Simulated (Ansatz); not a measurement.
A made-up structure of SiH2BrO (charge +1), closed shell:

| atom | x (Å) | y (Å) | z (Å) |
| --- | --- | --- | --- |
| O1 | -0.9238 | -0.0630 | -0.3084 |
| Si2 | 0.2462 | 0.3268 | -0.0046 |
| Br3 | 1.5056 | -1.1147 | 0.8432 |
| H4 | -1.2206 | -0.9571 | -0.1629 |
| H5 | 0.3926 | 1.8079 | -0.3674 |

It is relaxed with PBE-D4/def2-SVP and then PBE0-D4/def2-TZVP (Ansatz 0.2.0). Atoms count as bonded within 1.22 times the sum of their covalent radii (H–H: 0.88 Å). The end point is not checked to be a true minimum.

(1) Does its bonding change? (Judge from chemistry; the calculation decides.)

Results:

(1) Computed: No: no bond forms or breaks.

Where it ends: The first stage lowers the energy by 4.74 eV in 7 steps. It ends as SiH₂BrO ([OH][SiH][Br]), total charge +1:
| atom | x (Å) | y (Å) | z (Å) |
| --- | --- | --- | --- |
| O1 | -1.1291 | -0.1352 | -0.3607 |
| Si2 | 0.3188 | 0.3282 | 0.0208 |
| Br3 | 1.7696 | -0.9265 | 0.8837 |
| H4 | -1.5426 | -1.0021 | -0.2639 |
| H5 | 0.5832 | 1.7357 | -0.2799 |

Labels in which every atom is bracketed show which atoms are joined, not bond orders.

For scale, one of the runs: PBE0-D4/def2-TZVP relaxation, 128 basis functions, launched by `ansatz run in.yaml --threads 2 --pin off --events-out ev --progress --plain --max-ram 4352MiB`. Hardware: 2 CPU threads of an Intel Xeon Platinum 8259CL, shared host. Wall time about 27 s.
